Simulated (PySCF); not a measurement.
MnBr₂, SMILES [Br][Mn][Br] (connectivity only; charge and spin as stated), neutral, multiplicity 6. Atoms are numbered in the order given.

```xyz
3

Mn     0.0000     0.0000     0.0000
Br     0.0000     0.0000    -2.3295
Br     0.0000     0.0000     2.3295
```
Charge 0, spin multiplicity 6.

Coordinates come from a PBE0-D3(BJ)/def2-SVP optimisation. The multiplicity is an assumed one; other spin states were not compared.

Computed with PBE/def2-TZVPD (PySCF).

Gas-phase values at a fixed geometry.

* **total energy**: -6298.45162 hartree
* **point group**: D∞h
* **α spin, highest occupied and lowest empty level**: -6.77 and -2.12 eV
* **β spin, highest occupied and lowest empty level**: -7.42 and -4.52 eV
* **dipole moment**: 0.00 D
* **mean static polarisability**: 81.9 bohr³ (12.14 Å³)
* **polarisability, principal values**: 60.0, 60.0, 125.8 bohr³
* **⟨S²⟩**: 8.766 (pure state 8.75)
